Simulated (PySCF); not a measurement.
Cl₂H₃HfOSi, SMILES [Cl][Hf+]([O][SiH3])[Cl], charge +1, multiplicity 1. The structure is a stationary point at B3LYP-D3(BJ)/def2-SVP. The spin state was assumed, not searched. The isomer is the one that the SMILES or the coordinates give; other isomers of the formula were not compared. The def2 effective core potentials stand for the cores of Hf; spin–orbit coupling is left out. Other conformers were not sampled.

Question: Give the equilibrium geometry at B3LYP-D3(BJ)/def2-SVP (PySCF confirms it by a frequency run) as bond lengths and angles, and its point group. (Estimate from the structure and the level; the computed values follow.)

Answer: This is not unique; one that fits is point group Cs.
Atoms: Hf1 Cl2 Cl3 O4 Si5 H6 H7 H8. Bonds (Å): Hf1–Cl2 2.299, Hf1–Cl3 2.299, Hf1–O4 1.857, O4–Si5 1.749, Si5–H6 1.480, Si5–H7 1.480, Si5–H8 1.480. Bond angles (°): Cl2–Hf1–Cl3 108.8, Cl2–Hf1–O4 107.0, Cl3–Hf1–O4 107.0, Hf1–O4–Si5 168.2, O4–Si5–H6 105.3, O4–Si5–H7 105.3, O4–Si5–H8 104.6, H6–Si5–H7 113.5, H6–Si5–H8 113.5, H7–Si5–H8 113.5.
Charge +1, spin multiplicity 1.
